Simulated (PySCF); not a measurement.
## Working out the ionisation energy of V

V [Ar] 3d3 4s2 (4F) → V⁺ [Ar] 3d4 (5D). Calculation: PySCF 2.14, in x2c-QZVPPall with one added diffuse shell each of s, p, d, f, g type (12s8p6d4f3g, 121 functions); the spin-free X2C one-electron Hamiltonian (Gaussian nucleus). Frozen: [Ne]. Energies in hartree (1 hartree = 27.21139 eV):

```tsv
part	V (lower)	V⁺ (upper)
UHF	-948.158960	-947.931916
MP2 opposite-spin	-0.257878	-0.232620
MP2 same-spin	-0.109346	-0.127259
```

Question: What does Hartree-Fock give?

Answer: (-947.931916) − (-948.158960) = 0.227044 hartree = 6.178 eV.

Question: What do MP2 and SCS-MP2 (6/5 opposite-spin, 1/3 same-spin) give?

Answer: The opposite-spin parts differ by 0.687 eV and the same-spin parts by -0.487 eV. MP2: 6.178 + (0.687) + (-0.487) = 6.378 eV. SCS-MP2: 6.178 + 1.2 × (0.687) + (-0.487)/3 = 6.840 eV.

Measured between the centres of the two terms (NIST): 6.732 eV, so MP2 (valence and next inner shell) is off by -0.354 eV.

What remains against the reference includes basis incompleteness, the frozen core and correlation beyond second order.
